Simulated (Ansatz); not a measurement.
Basis-set extrapolation for `N[Si]([O])(F)F` radical (PBE0-D4/def2-TZVP geometry, frozen core, the Gaussian-basis code of Ansatz). Multiplicity 2, UHF reference.

```csv
,def2-TZVPP,def2-QZVPP
HF,-618.632326,-618.658255
MP2 correlation,-1.003739,-1.095384
CCSD(T) correlation,-1.060141,not run
```

Energies in hartree. Use E(X) = E(∞) + A·exp(−7.88·√X) for Hartree–Fock and E(X) = E(∞) + B·X^(−2.97) for correlation, with X = 3 and 4, and add CCSD(T) minus MP2 of the smaller set to the MP2 limit.

What is the CCSD(T) energy at the basis-set limit?

HF limit: -618.658255 + (-0.025929) × 0.13774 = -618.66183. MP2 limit: -1.095384 + (-0.091645) × 0.74074 = -1.16327. Higher-order term: -1.060141 − (-1.003739) = -0.05640. Total: -619.88150 hartree, 5.14 eV below CCSD(T)/def2-TZVPP.
